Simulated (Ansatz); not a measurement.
Relaxation of C$_{2}$H$_{8}$BN (12 atoms, charge 0, multiplicity 1), to a largest force component of 0.03 eV/Å in at most 50 steps.

The calculation used RKS PBE0-D4/6-31G* in Ansatz.

```xyz
12
Properties=species:S:1:pos:R:3
B -0.632 0.369 -0.262
N 1.220 -1.437 0.925
C -1.673 -0.470 0.127
H 0.332 -1.063 1.256
C 0.352 1.440 -0.751
H 1.078 -1.784 -0.018
H 1.886 -0.673 0.882
H -1.588 -1.491 0.480
H -2.698 -0.104 0.047
H 1.001 1.840 0.035
H 0.973 1.096 -1.586
H -0.251 2.277 -1.134
```

Where does it end, and by what steps?

The forces met the threshold. After 24 steps the energy has fallen by 1.205 eV; H7 moved furthest, 1.12 Å. Joined: B1–N2.

```csv
step,energy less start (eV),largest force component (eV/Å),accepted
0,0.0000,0.178,yes
1,-0.0120,0.573,yes
2,0.0078,0.566,no
3,-0.0246,0.334,yes
4,-0.0328,0.338,yes
5,-0.0455,0.129,yes
6,-0.0463,0.126,yes
7,-0.0410,0.535,no
8,-0.0567,0.073,yes
9,-0.0702,0.296,yes
10,-0.1275,0.970,yes
11,-0.4081,1.970,yes
12,-0.8395,1.975,yes
13,-1.0372,1.802,yes
14,-1.1089,0.657,yes
15,-1.1555,0.295,yes
16,-1.1357,1.116,no
17,-1.1651,0.165,yes
18,-1.1834,0.144,yes
19,-1.1980,0.071,yes
20,-1.1843,0.530,no
21,-1.2024,0.093,yes
22,-1.2037,0.136,yes
23,-1.2026,0.213,no
24,-1.2046,0.020,yes
```

```xyz
12
Properties=species:S:1:pos:R:3
B -0.269 0.013 -0.059
N 0.866 -0.961 0.582
C -1.574 -0.562 -0.069
H 1.305 -0.554 1.409
C 0.361 1.392 -0.525
H 0.419 -1.836 0.854
H 1.615 -1.175 -0.078
H -1.820 -1.560 0.307
H -2.442 -0.036 -0.466
H 0.828 1.961 0.295
H 1.133 1.283 -1.303
H -0.420 2.034 -0.946
```

Time of the run: 40 s on 2 threads of Arm Neoverse V2 (shared host), peak memory 0.15 GiB.
